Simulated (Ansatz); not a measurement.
Name a neutral molecule of C, F, O, Si and H with HOMO energy (ωB97M-V/def2-TZVPP) between -10.75 and -10.45 eV and LUMO energy (PBE/def2-TZVPP) between -0.50 and -0.20 eV (Ansatz, PBE0-D4/def2-TZVP geometry).

`CC[SiH](O)F` (-10.69 eV, -0.23 eV). Other molecules can fit too; these were computed, each in one conformer that needn't be the lowest.
